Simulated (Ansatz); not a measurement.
Bond stretch in SNa (cation, charge +1), lowest singlet found (which spin is the ground state isn't settled by this scan).

Method: full CI/aug-cc-pVDZ, frozen core (Ansatz, a program for electronic structure).

Question: Relative to R = 2.95 Å, what are the energies at R = 2.27, 2.66, 5.95, 6.84 Å?

Answer: 18.3 kcal/mol at 2.27 Å, 1.8 kcal/mol at 2.66 Å, 9.4 kcal/mol at 5.95 Å, 9.9 kcal/mol at 6.84 Å.

Also computed but left out beside FCI, since their determinant holds another spin at the minimum (<S²> over 0.7 above the pure value): UHF, UMP2, UCCSD, UCCSD(T), UKS-BLYP, UKS-PBE, UKS-B3LYP/6-31G*, UHF/LANL2DZ, UKS-M06-2X/6-31G*, UMP2/3-21G.
